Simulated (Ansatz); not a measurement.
Computed with Ansatz on PBE0-D4/def2-TZVP structures; ΔE is electronic, products minus reactants. CCSD(T)/CBS adds triple-zeta CCSD(T) − MP2 to the extrapolated MP2 energy (def2 sets, frozen cores). This one scheme is used for every species. One conformer a species, not always the lowest.

Consider the hydrogenolysis of the Si–O bond: `C[SiH](F)N[SiH](O)O` + H₂ → `C[SiH](F)N[SiH2]O` + H₂O.

| level | ΔE (eV) |
| --- | --- |
| HF/def2-TZVPP | 0.94 |
| MP2/def2-TZVPP | 1.05 |

(1) What does CCSD(T)/CBS give? (Estimate.)

Largest T1 diagnostic among the species: 0.011.

Results:

(1) Ansatz gave: +1.00 eV. The listed levels differ from it by -0.06, 0.05 eV.

The D4 term adds +0.05 eV with B3LYP and +0.02 eV with PBE0; it sums over pairs of atoms, weighted by their polarisabilities, and B3LYP, whose exchange is more repulsive, gets the larger term. In def2-TZVPP, CCSD(T) changes the Hartree–Fock value by +0.06 eV (the triples alone add +0.03 eV) and MP2 by +0.11 eV.

B3LYP here is the variant with VWN-RPA as its local correlation; programs differ in this.
